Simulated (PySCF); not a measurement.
These compounds are isomers of formula C8H11ClO.

A. `InChI=1S/C8H11ClO/c1-4-7(2)5-8(7,3)6(9)10/h4H,1,5H2,2-3H3/t7-,8-/m0/s1`
B. SMILES C=C[C@@H]1C[C@H](C(=O)Cl)[C@H]1C
C. `C=C/C(C)=C(\CC)C(=O)Cl`
D. `C=C[C@@]1(Cl)CC[C@@H]2O[C@@H]2C1`
E. SMILES O=C(/C(C=C)=C(/C)CC)Cl

Spectrum 1. 1H NMR (400 MHz, computed): δ 6.08 (m, 1H), 5.28 (m, 1H), 5.21 (m, 1H), 2.72 (m, 1H), 2.35 (m, 1H), 2.16 (m, 1H), 2.12 (m, 1H), 2.04 (m, 1H), 1.42 (d, 3H). 13C{1H} NMR (computed): δ 185.7 (C), 151.3 (CH), 121.2 (CH2), 52.8 (CH), 46.7 (CH), 45.2 (CH), 26.1 (CH2), 22.9 (CH3).

Spectrum 2. 1H NMR (400 MHz, computed): δ 7.31 (m, 1H), 6.10 (m, 1H), 6.02 (m, 1H), 2.86 (q, 2H), 2.59 (s, 3H), 1.05 (t, 3H). 13C{1H} NMR (computed): δ 176.6 (C), 168.0 (C), 148.8 (CH), 137.1 (C), 132.3 (CH2), 28.9 (CH2), 27.9 (CH3), 15.8 (CH3).

Spectrum 3. 1H NMR (400 MHz, computed): δ 6.27 (m, 1H), 5.55 (m, 1H), 5.46 (m, 1H), 1.92 (m, 1H), 1.61 (s, 3H), 1.42 (s, 3H), 0.85 (m, 1H). 13C{1H} NMR (computed): δ 186.4 (C), 149.7 (CH), 122.4 (CH2), 39.9 (C), 38.5 (C), 36.8 (CH2), 21.8 (CH3), 19.6 (CH3).

Spectrum 4. 1H NMR (400 MHz, computed): δ 6.62 (m, 1H), 5.97 (m, 1H), 5.72 (m, 1H), 2.48 (q, 2H), 2.05 (s, 3H), 1.20 (t, 3H). 13C{1H} NMR (computed): δ 177.3 (C), 171.8 (C), 142.4 (CH), 136.7 (C), 132.9 (CH2), 36.3 (CH2), 25.3 (CH3), 15.7 (CH3).

Spectrum 5. 1H NMR (400 MHz, computed): δ 6.10 (m, 1H), 5.52 (m, 1H), 5.39 (m, 1H), 2.80 (m, 1H), 2.65 (m, 1H), 2.58 (m, 1H), 2.41 (m, 1H), 2.15 (m, 1H), 2.05 (m, 1H), 1.72 (m, 1H), 1.60 (m, 1H). 13C{1H} NMR (computed): δ 151.0 (CH), 119.8 (CH2), 71.5 (C), 49.3 (CH), 49.2 (CH), 40.1 (CH2), 36.4 (CH2), 28.0 (CH2).

PySCF 2.14.0 with density-fitted response routines calculation with geometry: GFN2-xTB and shieldings: GIAO PBE0/pcSseg-1; no solvent model, one conformer, non-relativistic, one averaged value for each set of equivalent atoms.

Scale: 1H, 13C vs TMS (reference shieldings calculated alike). Where no couplings were computed, multiplicities follow the n + 1 count of equivalent neighbours, and m marks all less simple cases (inequivalent or close neighbours, rings, F or P nearby). Shifts are as computed. Against solution values, carbons near 30 ppm lie about +3 ppm off and those near 130 ppm about +5 ppm; carbons on Cl a further +6 ppm. Of 1211 compounds with measured shifts, 218 miss one by over three times the rms of a fit or turn the order of signals round; such compounds aren't used in these exercises. Carbons bonded to Cl come out too deshielded.

Match each spectrum to its structure.

Results:

1–B, 2–C, 3–A, 4–E, 5–D.

- Spectrum 1 (B): 8 13C signals; δC 151.3 is an alkene CH; δC 121.2 is a terminal =CH2 carbon.
- Spectrum 2 (C): 8 13C signals; δC 168.0 is a β carbon of a C=C–C=O unit; δC 148.8 is an alkene CH.
- Spectrum 3 (A): 8 13C signals; δC 149.7 is an alkene CH; δC 122.4 is a terminal =CH2 carbon.
- Spectrum 4 (E): 8 13C signals; δC 171.8 is a β carbon of a C=C–C=O unit; δC 142.4 is an alkene CH.
- Spectrum 5 (D): 8 13C signals; δC 151.0 is an alkene CH; δC 119.8 is a terminal =CH2 carbon.
